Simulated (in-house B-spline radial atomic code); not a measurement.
# PBE0 excitations of F5+

Method: PBE0. Computed with an all-electron radial atomic-structure program (B-spline basis): linear response of the closed shell [He] 2s2 with the functional's adiabatic kernel; non-relativistic, point nucleus, no spin-orbit coupling, no double excitations, S, P, D and F terms only.

Command:
```bash
python run_td.py task.json out
```
Settings (radii: box in bohr, nucleus in fm):
```
Z                        9
electrons                4
configuration            [He] 2s2
hamiltonian              nr
method                   pbe0
box_radius               16.35
intervals                48
```

Cost of the run: 0.1 s on 1 thread of Intel(R) Xeon(R) 6975P-C (Granite Rapids) (shared host).

The lowest states, in the order of their Tamm-Dancoff energies; the method's threshold (minus the highest occupied level) is 146.83 eV. Labels give the largest channel, * marks a mixed state, and oscillator strengths are full-response dipole values. Semilocal kernels can invert the small singlet-triplet splittings of Rydberg terms. Energies in eV:

```csv
state,full response,Tamm-Dancoff,oscillator strength
2s → 2p 3P,?,?,-
2s → 2p 1P,21.366,22.433,0.426
2s → 3s 3S,90.24,90.25,-
2s → 3s 1S,?,?,-
2s → 3p 3P,94.78,94.79,-
2s → 3p 1P,95.47,95.47,0.449
2s → 3d 3D,97.21,97.25,-
2s → 3d 1D,98.94,98.94,-
2s → 4s 3S,118.02,118.03,-
2s → 4s 1S,118.66,118.67,-
2s → 4p 3P,119.77,119.77,-
2s → 4p 1P,119.96,119.96,0.121
2s → 4d 3D,120.85,120.86,-
2s → 4d 1D,121.40,121.40,-
2s → 4f 3F,122.09,122.09,-
2s → 4f 1F,122.14,122.14,-
```

Where does 2s → 3s 1S lie?

At 92.52 eV in full response, 92.55 eV in Tamm-Dancoff.

Where does 2s → 2p 3P lie?

At 8.996 eV in full response, 10.457 eV in Tamm-Dancoff.

How large is the singlet-triplet splitting of 2s → 2p (P terms) in Tamm-Dancoff?

12 eV, from the unrounded values.

What polarisabilities and dispersion coefficient does the method give?

Dipole 0.7525 bohr³, quadrupole 0.2082 bohr⁵, C6 0.3779 hartree·bohr⁶ for two such species.
